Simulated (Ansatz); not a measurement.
One change: `CS[SiH](N)O` becomes `N[SiH](O)[SiH2]F`.

Ansatz, PBE0-D4/def2-TZVP geometries, multiplicity 1. Each molecule was computed in one conformer, which needn't be the lowest.

| property | `CS[SiH](N)O` |
| --- | --- |
| HOMO energy (PBE/def2-TZVPP) / eV | -5.51 |
| LUMO energy (B3LYP/def2-TZVPP) / eV | 0.22 |
| LUMO energy (PBE/def2-TZVPP) / eV | -0.41 |
| HOMO–LUMO gap (B3LYP/def2-TZVPP) / eV | 6.71 |
| HOMO energy (PBE0/def2-TZVPP) / eV | -6.73 |
| size of the dipole moment (ωB97M-V/def2-TZVPP) / D | 1.58 |

Question: Give the same properties after the change, and the shifts. (An estimate is asked.)

Answer: Ansatz gave: 
| property | `N[SiH](O)[SiH2]F` | shift |
| --- | --- | --- |
| HOMO energy (PBE/def2-TZVPP) / eV | -6.39 | -0.88 |
| LUMO energy (B3LYP/def2-TZVPP) / eV | -0.82 | -1.04 |
| LUMO energy (PBE/def2-TZVPP) / eV | -1.47 | -1.06 |
| HOMO–LUMO gap (B3LYP/def2-TZVPP) / eV | 6.72 | 0.01 |
| HOMO energy (PBE0/def2-TZVPP) / eV | -7.76 | -1.03 |
| size of the dipole moment (ωB97M-V/def2-TZVPP) / D | 2.08 | 0.50 |

With PBE0 the HOMO falls by 1.03 eV and the LUMO falls by 1.12 eV, so the gap narrows by about 0.09 eV. PBE moves the HOMO by -0.88 eV and ωB97M-V by -0.99 eV. Dipoles are sizes alone; their direction can turn.

B3LYP here is the variant with VWN-RPA as its local correlation; programs differ in this.
